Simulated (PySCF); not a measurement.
C5H4O, SMILES O=C1C=CC=C1. Atoms are numbered in the order given.

```xyz
10

O      0.0000     0.0000     2.0264
C      0.0000     0.0000     0.8219
C      0.0000     1.2023    -0.0851
C      0.0000     0.7478    -1.3464
C      0.0000    -0.7478    -1.3464
C      0.0000    -1.2023    -0.0851
H      0.0000     2.2299     0.2746
H      0.0000     1.3492    -2.2570
H      0.0000    -1.3492    -2.2570
H      0.0000    -2.2299     0.2746
```

Geometry optimised at PBE0-D3(BJ)/def2-SVP.

Two levels are set side by side: PBE/pcSseg-1 (PySCF) and KT2/pcSseg-1 (PySCF). GIAO shifts against H2O (¹⁷O), TMS (¹H), TMS (¹³C) at the same level; non-relativistic, no solvent, atoms listed together averaged. Differences are taken from unrounded values.

```json
[
 {"quantity": "δ(¹⁷O) of O1 (ppm)", "KT2": "714.5"},
 {"quantity": "δ(¹³C) of C2 (ppm)", "KT2": "197.4"},
 {"quantity": "δ(¹³C) of C3, C6 (ppm)", "KT2": "115.9"},
 {"quantity": "δ(¹³C) of C4, C5 (ppm)", "KT2": "146.0"},
 {"quantity": "δ(¹H) of H7, H10 (ppm)", "KT2": "5.34"},
 {"quantity": "δ(¹H) of H8, H9 (ppm)", "KT2": "7.11"}
]
```

Q: What does PBE give, and how far is it from KT2? (Estimate from the structure and the level; the computed values follow.)

A: 
```tsv
quantity	PBE	PBE minus KT2
δ(¹⁷O) of O1 (ppm)	790.5	76.0
δ(¹³C) of C2 (ppm)	211.4	14.0
δ(¹³C) of C3, C6 (ppm)	123.2	7.3
δ(¹³C) of C4, C5 (ppm)	156.4	10.4
δ(¹H) of H7, H10 (ppm)	5.40	0.06
δ(¹H) of H8, H9 (ppm)	7.33	0.22
```

Rough cost on one machine, each run with all the roots and properties that it gave: KT2 against PBE within a factor of 2.
